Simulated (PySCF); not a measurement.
Species: C4H5ClSi.
Z-matrix (Å and degrees, PBE0-D3(BJ)/def2-SVP geometry), rows numbered from 1:
```
Cl
C   1  1.7303
C   2  1.3471  1  124.42
Si  3  1.8701  2  105.65  1  -179.79
C   4  1.8768  3   92.93  2    -0.03
C   5  1.3464  4  106.94  3    -0.08
H   3  1.0900  2  122.56  1    -0.21
H   4  1.4944  3  113.94  2  -117.41
H   4  1.4943  3  113.71  2   117.57
H   5  1.0917  4  130.86  3  -179.61
H   6  1.0944  2  118.91  1    -0.39
```

Computed with PySCF at PBE0/pcSseg-1 and PBE0/def2-SVPD, non-relativistic, on one gas-phase PBE0-D3(BJ)/def2-SVP geometry that isn't relaxed in the solvent. The solvent is an IEF-PCM continuum (van der Waals radii × 1.2). The model holds no explicit solvent molecules, cavitation or dispersion.

Gas phase at PBE0/pcSseg-1: HOMO -7.05 eV, LUMO -1.87 eV, dipole 1.36 D.

What does the continuum do to the energy, the frontier levels and the dipole at PBE0/pcSseg-1 in acetone and acetonitrile?

| solvent | ε | E(solvent) − E(gas) (kcal/mol) | polarisation term (kcal/mol) | distortion of the solute (kcal/mol) | HOMO (eV) | LUMO (eV) | dipole (D) |
| --- | --- | --- | --- | --- | --- | --- | --- |
| acetone | 20.49 | -1.98 | -2.20 | 0.22 | -7.01 | -1.79 | 1.81 |
| acetonitrile | 35.69 | -2.05 | -2.29 | 0.24 | -7.01 | -1.79 | 1.82 |

Polarisation term: ½ Σ q·V over the induced surface charges. Distortion: the rise of the solute's own energy as its density leaves the gas-phase optimum. From acetone to acetonitrile the lowering changes by a factor 1.04, Onsager's factor (ε − 1)/(2ε + 1) by 1.03 and ε itself by 1.7.

Which radius a makes the point-dipole formula ΔE = −[(ε − 1)/(2ε + 1)]·μ²/a³ give the value in acetonitrile, with the gas-phase dipole?

μ = 0.535 au and |ΔE| = 0.00327 Eh give a = 1.84 Å; the farthest nucleus lies 3.00 Å from the centroid of the nuclei, so such a sphere wouldn't even hold the nuclei. The formula assumes a rigid point dipole at the centre of a sphere.

Which Hirshfeld charges (PBE0/pcSseg-1) respond most in acetone (means over atoms taken as equivalent)?

```json
{"atoms": "Cl1", "environment": "vinyl chlorine", "gas (e)": "-0.033", "solvent (e)": "-0.049", "change": "-0.016"}
{"atoms": "H10", "environment": "vinylic hydrogen", "gas (e)": "+0.054", "solvent (e)": "+0.061", "change": "+0.007"}
{"atoms": "C2", "environment": "vinylic C–Cl carbon", "gas (e)": "+0.019", "solvent (e)": "+0.013", "change": "-0.006"}
{"atoms": "H7", "environment": "vinylic hydrogen", "gas (e)": "+0.052", "solvent (e)": "+0.058", "change": "+0.006"}
{"atoms": "H11", "environment": "vinylic hydrogen", "gas (e)": "+0.051", "solvent (e)": "+0.056", "change": "+0.005"}
{"atoms": "C6", "environment": "alkene CH carbon", "gas (e)": "-0.046", "solvent (e)": "-0.050", "change": "-0.004"}
{"atoms": "Si4", "environment": "SiH2 silicon", "gas (e)": "+0.335", "solvent (e)": "+0.338", "change": "+0.003"}
{"atoms": "H8/H9", "environment": "Si–H hydrogen", "gas (e)": "-0.068", "solvent (e)": "-0.066", "change": "+0.002"}
{"atoms": "C5", "environment": "alkene CH carbon", "gas (e)": "-0.135", "solvent (e)": "-0.135", "change": "0.000"}
{"atoms": "C3", "environment": "alkene CH carbon", "gas (e)": "-0.161", "solvent (e)": "-0.161", "change": "0.000"}
```

Which Mayer bond orders change most in acetone?

```json
{"bond": "Cl1–C2", "length (Å)": "1.730", "gas": "1.055", "solvent": "1.032", "change": "-0.023"}
{"bond": "C5–C6", "length (Å)": "1.346", "gas": "1.841", "solvent": "1.835", "change": "-0.006"}
{"bond": "C3–Si4", "length (Å)": "1.870", "gas": "0.879", "solvent": "0.874", "change": "-0.005"}
{"bond": "C6–C2", "length (Å)": "1.484", "gas": "1.015", "solvent": "1.010", "change": "-0.005"}
{"bond": "Si4–C5", "length (Å)": "1.877", "gas": "0.894", "solvent": "0.897", "change": "+0.003"}
{"bond": "Si4–H8", "length (Å)": "1.494", "gas": "0.932", "solvent": "0.934", "change": "+0.002"}
{"bond": "Si4–H9", "length (Å)": "1.494", "gas": "0.932", "solvent": "0.934", "change": "+0.002"}
{"bond": "C5–H10", "length (Å)": "1.092", "gas": "0.940", "solvent": "0.938", "change": "-0.002"}
```

How do the nuclear quadrupole coupling constants eQVzz/h respond in acetone?

```
    nucleus  Q (barn)  gas (MHz)  solvent (MHz)  η gas  η solvent
35Cl at Cl1   -0.0817     -72.50         -71.08   0.14       0.14
```

Gas phase at PBE0/def2-SVPD: HOMO -7.06 eV, LUMO -1.88 eV, dipole 1.27 D.

What does the continuum do to the energy, the frontier levels and the dipole at PBE0/def2-SVPD in acetone?

| solvent | ε | E(solvent) − E(gas) (kcal/mol) | polarisation term (kcal/mol) | distortion of the solute (kcal/mol) | HOMO (eV) | LUMO (eV) | dipole (D) |
| --- | --- | --- | --- | --- | --- | --- | --- |
| acetone | 20.49 | -1.89 | -2.12 | 0.23 | -7.01 | -1.80 | 1.69 |

How does the static polarisability (PBE0/def2-SVPD, frozen core, with the continuum's full static response) change?

```csv
medium,isotropic (au),principal values (au),⟨r²⟩ of the electrons (bohr²)
gas,85.7,"59.6, 82.1, 115.4",927.4
acetone,117.9,"82.6, 113.2, 157.8",927.0
```

The isotropic value in acetone is 1.38 times the gas-phase one; no cavity-field correction is applied. ⟨r²⟩ is taken about the centre of nuclear charge.
